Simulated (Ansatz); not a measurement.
`[CH3][Al]([CH3])[SnH3]` and `C#[C][Al]([CH3])[CH3]` differ in one atom or group.

Ansatz, PBE0-D4/def2-TZVP geometries, multiplicity 1. 

Elements past krypton have def2 core potentials.

```
                                        property  `[CH3][Al]([CH3])[SnH3]`
size of the dipole moment (B3LYP/def2-TZVPP) / D                      2.11
             LUMO energy (B3LYP/def2-TZVPP) / eV                     -1.72
           HOMO energy (ωB97M-V/def2-TZVPP) / eV                     -8.93
            HOMO–LUMO gap (PBE0/def2-TZVPP) / eV                      5.44
           HOMO–LUMO gap (B3LYP/def2-TZVPP) / eV                      5.07
           LUMO energy (ωB97M-V/def2-TZVPP) / eV                      0.07
```

Question: Give the same properties after the change, and the shifts. (An estimate is asked.)

Answer: The calculation gave: 
| property | `C#[C][Al]([CH3])[CH3]` | shift |
| --- | --- | --- |
| size of the dipole moment (B3LYP/def2-TZVPP) / D | 0.29 | -1.82 |
| LUMO energy (B3LYP/def2-TZVPP) / eV | -1.29 | 0.43 |
| HOMO energy (ωB97M-V/def2-TZVPP) / eV | -9.81 | -0.88 |
| HOMO–LUMO gap (PBE0/def2-TZVPP) / eV | 6.52 | 1.08 |
| HOMO–LUMO gap (B3LYP/def2-TZVPP) / eV | 6.07 | 1.00 |
| LUMO energy (ωB97M-V/def2-TZVPP) / eV | 0.62 | 0.55 |

With PBE0 the HOMO falls by 0.62 eV and the LUMO rises by 0.46 eV, so the gap widens by about 1.08 eV. PBE moves the HOMO by -0.41 eV and ωB97M-V by -0.88 eV. Dipoles are sizes alone; their direction can turn.

B3LYP here is the variant with VWN-RPA as its local correlation; programs differ in this.
